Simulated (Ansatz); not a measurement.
Input file for Ansatz (an electronic-structure program): R-SVWN5/def2-TZVPPD on NH3 (SMILES N). The basis file is the Basis Set Exchange's JSON of that set.

Ansatz 0.2 input:
```yaml
crystal:
  periodic: [false, false, false]
  atoms:
    - {symbol: N, position_ang: [0.00000000, -0.00002166, 0.27906864]}
    - {symbol: H, position_ang: [-0.00000000, 0.94280068, -0.09306197]}
    - {symbol: H, position_ang: [0.81651180, -0.47143951, -0.09305334]}
    - {symbol: H, position_ang: [-0.81651180, -0.47143951, -0.09305334]}
basis:
  gaussian:
    orbitals: def2-TZVPPD.json
hamiltonian:
  xc: {name: SVWN5}
scf: {lower_state_search: off}
```

The log:

```
WARN ansatz: RAYON_NUM_THREADS=1 ignored (pool sized by the plan → 1); use --threads N
Functional definition: SVWN5
these checks for a lower state are left out or cut short: stability, starts, cluster_reference, orbital_swaps, neighbouring_geometries, increment
integrals: 0.01 GiB planned
356 factors; their error is unknown
mean field: 0.14 GiB planned
mean field evaluation 1: about -1518.0404 eV, gradient 6.9e1 eV
mean field evaluation 2: about -1490.2058 eV, gradient 1.2e2 eV
mean field evaluation 4: about -1526.7066 eV, gradient 1.8e0 eV
mean field evaluation 8: about -1526.7077 eV, gradient 2.7e-2 eV
mean field -1526.70767249 eV, -56.1054721244 hartree, gradient 6.6e-6 eV, S^2 0.000000; 0 other end points of the search recorded, 0 dependent functions left out
reference -1526.70769790 eV, -56.1054730584 hartree; 5, 5 occupied and 83, 83 virtual orbitals, 356 factors
Total energy: -1526.70769790 eV, -56.1054730584 hartree
Checks for a lower state left out: stability, starts, cluster_reference, orbital_swaps, neighbouring_geometries, increment
```

The calculation finished and met its thresholds.

Cost: about 0.17 core-seconds (a rough figure).
